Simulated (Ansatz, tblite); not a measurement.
Removing and adding an electron: Li8H8. Charge 0, multiplicity 1. Geometry: r2SCAN-D4/def2-SVP. Ansatz, gas phase; energy differences of separate SCF runs; the oxidised species was run as a doublet alone; the reduced species was run as a doublet alone.

```tsv
atom	x (Å)	y (Å)	z (Å)
Li1	-0.2907	2.5173	-0.7776
Li2	0.9152	0.0031	-1.7621
Li3	1.5044	0.7176	1.0819
Li4	1.8736	-1.7514	0.6688
Li5	-1.4833	0.7502	-2.0655
Li6	-0.0985	-1.5158	2.1723
Li7	-0.9550	-1.7317	-0.1987
Li8	-1.4662	1.0100	0.8802
H9	1.5209	-0.7333	2.1852
H10	-1.4547	-0.7225	1.2961
H11	-1.9964	1.7815	-0.6839
H12	0.1650	1.5911	-2.2509
H13	-0.7463	-0.8578	-1.7371
H14	0.1848	1.8901	0.8403
H15	2.0160	-0.3091	-0.3967
H16	0.3113	-2.6393	0.7476
```

The xTB rows come from tblite. The structure comes from a short search, and lower isomers may exist.

Question: Estimate orbital energies and vertical ionisation energies and electron affinities at: GFN1-xTB; PBE-D4/def2-TZVPD; r2SCAN-D4/def2-TZVPD; PBE0-D4/def2-TZVP; PBE0-D4/def2-TZVPD.

Answer: 
```csv
level,−HOMO (eV),vertical IE (eV),−LUMO (eV),vertical EA (eV),HOMO–LUMO gap (eV),IE − EA (eV),remarks
GFN1-xTB,12.00,14.03,6.72,4.97,5.28,9.06,–
PBE-D4/def2-TZVPD,5.21,–,1.27,0.22,3.93,–,HOMO above zero (-1 doublet)
r2SCAN-D4/def2-TZVPD,5.40,–,0.75,-0.03,4.66,–,HOMO above zero (-1 doublet)
PBE0-D4/def2-TZVP,6.42,8.07,0.69,–,5.73,–,–
PBE0-D4/def2-TZVPD,6.34,–,0.73,0.07,5.61,–,HOMO above zero (-1 doublet)
```

Run but left out: PBE-D4/def2-TZVP, r2SCAN-D4/def2-TZVP (charge +1 doublet: an occupied level 0.00 to 0.08 eV above an empty one).   A HOMO above zero means that the electron is unbound at that level or that self-interaction error raises the level; the energy of removing that electron tells which. Raw xTB energy differences between charge states are shifted by several eV; the methods need an empirical correction for them. A negative affinity means that the extra electron isn't bound; its size then hangs on the basis.
